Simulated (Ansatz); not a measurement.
Geometry optimisation, Ansatz 0.2.0, RKS B3LYP-D4/def2-TZVP.

input.yaml

```yaml
crystal:
  periodic: [false, false, false]
  atoms:
    - { symbol: W, position_ang: [-0.167221, -0.038919, -0.450473] }
    - { symbol: H, position_ang: [0.94469, -0.079345, 2.24522] }
    - { symbol: H, position_ang: [1.521246, 0.181861, 1.917136] }
    - { symbol: H, position_ang: [0.73267, 1.433394, -0.474078] }
    - { symbol: H, position_ang: [-1.741039, 0.158393, 0.150619] }
    - { symbol: F, position_ang: [0.561588, -1.708026, -0.557941] }
    - { symbol: H, position_ang: [-0.952234, -0.077358, -1.930782] }
basis:
  gaussian: { orbitals: def2-TZVP }
hamiltonian:
  xc: b3lyp
  dispersion: d4
relax:
  f_tol: 0.03
  max_steps: 50
output:
  orbitals: {}
```

Command:

```bash
$ ansatz run input.yaml --threads 4 --pin off --max-ram 5120MiB --backend cpu --events-out ev --progress --plain --runs-dir out
```

**Question.** Where does it end, and by what steps?

**Answer.** The run converged. After 10 steps the energy has fallen by 2.053 eV; H2 moved furthest, 1.24 Å. Parted: H2–H3 (0.71 → 1.81 Å). Joined: W1–H2 (2.92 → 1.69 Å), W1–H3 (2.92 → 1.69 Å).

```csv
step,energy less start (eV),largest force component (eV/Å),accepted
0,0.0000,1.250,yes
1,-0.1095,0.424,yes
2,-0.2626,0.632,yes
3,-0.4716,1.078,yes
4,-0.7155,1.215,yes
5,-1.1413,0.772,yes
6,-1.4488,1.035,yes
7,-1.9034,0.605,yes
8,-2.0027,1.490,yes
9,-2.0491,0.121,yes
10,-2.0531,0.010,yes
```

```xyz
7
Properties=species:S:1:pos:R:3
W 0.201 -0.224 0.060
H -0.166 -0.142 1.705
H 1.320 0.620 1.000
H 0.957 1.068 -0.719
H -1.445 -0.165 0.422
F 0.784 -1.868 -0.490
H -0.751 0.579 -1.078
```

Whether the end is a true minimum wasn't checked by a vibrational analysis.

Time of the run: 11 s on 4 threads of Arm Neoverse V1 (shared host), peak memory 0.17 GiB.
